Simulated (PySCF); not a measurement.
**Polarisability and C₆ of Ar (argon, neutral)**

[Ar], closed-shell 1S. All numbers are calculated (PySCF 2.14, scalar relativity by spin-free X2C-1e, in aug-cc-pVQZ-DK (7s6p4d3f2g, 84 functions)). Coupled (time-dependent) response in atomic units; α is the mean over directions.

```tsv
method	mean α (bohr³)	C₆ (like pair)	S(−4)
UHF	10.72	62.04	24.73
PBE	11.82	69.78	33.57
PBE0	11.35	66.40	29.58
PBEsol	11.83	69.94	33.37
BHandHLYP	11.12	64.69	27.85
```

S(−4) is the Cauchy moment in α(ω) = α(0) + S(−4) ω² + …

Reference α: 11.083 ± 0.007 bohr³ (recommended; Schwerdtfeger and Nagle, table of static dipole polarizabilities (2023 update)). Published C₆: 64.20 (Chu and Dalgarno (2004); Tang, Norbeck and Certain (1976)).

α(iu) at PBE0:

```csv
u (hartree),α(iu) (bohr³)
0,11.35
0.0500,11.27
0.100,11.06
0.200,10.31
0.300,9.304
0.500,7.230
0.750,5.183
1.00,3.787
1.50,2.199
2.00,1.413
3.00,0.7193
5.00,0.2970
```
